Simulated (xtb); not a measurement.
Harmonic IR lines of one isomer of CH2B2O, unscaled. Level of theory: GFN2-xTB (xtb).

```
wavenumber (cm⁻¹)  relative intensity
-----------------  ------------------
345                               3.4
384                               6.1
583                                10
596                                21
668                               6.9
837                               6.5
964                                17
1590                               16
2089                              100
2869                               13
```

### Question
Identify which structure gives these lines.
(A) `[H]/B=C1\BO1`
(B) `B=C=BO`
(C) `[H]/B=C\B=O`
(D) `C=BB=O`

### Answer
C, `[H]/B=C\B=O`
